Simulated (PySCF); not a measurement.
## Where the electron goes

Species: ZrCl4 (singlet state).
Z-matrix (Å and degrees, PBE0-D3(BJ)/def2-SVP geometry), rows numbered from 1:
```
Zr
Cl  1  2.3268
Cl  1  2.3168  2  109.68
Cl  1  2.3214  2  111.25  3  -120.06
Cl  1  2.3185  2  110.83  3   119.06
```

Theory: TDDFT B3LYP/def2-SVPD, vertical, gas phase, core orbitals frozen in the response, def2 core potentials past Kr (PySCF). Spin–orbit coupling is left out.

Frontier orbitals with the atoms that hold most of them (Löwdin shares over 4%, at most four atoms):

```json
{"orbital": "HOMO-3", "ε (eV)": "-10.04", "atoms": "Cl2 31%, Cl4 28%, Cl5 20%, Cl3 11%"}
{"orbital": "HOMO-2", "ε (eV)": "-9.52", "atoms": "Cl2 36%, Cl4 31%, Cl5 27%, Cl3 4%"}
{"orbital": "HOMO-1", "ε (eV)": "-9.52", "atoms": "Cl3 37%, Cl2 36%, Cl5 13%, Cl4 12%"}
{"orbital": "HOMO", "ε (eV)": "-9.50", "atoms": "Cl5 34%, Cl3 33%, Cl4 31%"}
{"orbital": "LUMO", "ε (eV)": "-3.03", "atoms": "Zr1 70%, Cl3 8%, Cl5 7%, Cl4 7%"}
{"orbital": "LUMO+1", "ε (eV)": "-3.02", "atoms": "Zr1 70%, Cl5 8%, Cl4 8%, Cl3 7%"}
{"orbital": "LUMO+2", "ε (eV)": "-2.19", "atoms": "Zr1 63%, Cl2 10%, Cl4 9%, Cl5 9%"}
```

(1) How does S1 compare with the orbital gap of 6.48 eV?

Answers

(1) S1 is at 5.34 eV (f = 0.0001), 1.14 eV below the gap, made of HOMO→LUMO/LUMO+1 (≥46%), HOMO-2/HOMO-1→LUMO/LUMO+1 (≥36%). S1/S2 lie within about 0.01 eV of each other. 

For S1 the Löwdin share of zirconium is at most 2% in HOMO and 70% in LUMO (ligand-to-metal charge transfer by this measure).

Next come S2 at 5.34 eV (f 0.0000), HOMO-2/HOMO-1→LUMO/LUMO+1 (≥62%), HOMO→LUMO/LUMO+1 (≥27%); S3 at 5.35 eV (f 0.0000), HOMO-2/HOMO-1→LUMO/LUMO+1 (83%), HOMO→LUMO/LUMO+1 (16%); S4 at 5.53 eV (f 0.024), HOMO-2/HOMO-1→LUMO/LUMO+1 (≥81%); S5 at 5.54 eV (f 0.025), HOMO-2/HOMO-1→LUMO/LUMO+1 (≥43%), HOMO→LUMO/LUMO+1 (≥39%).

Orbitals of the list HOMO-3 to LUMO+2 that lie within 0.01 eV of each other are written together with a slash and their weights summed (≥ marks a lower bound); for degenerate orbitals outside that list single weights are arbitrary.

Löwdin shares depend on the basis, the more so with diffuse functions.
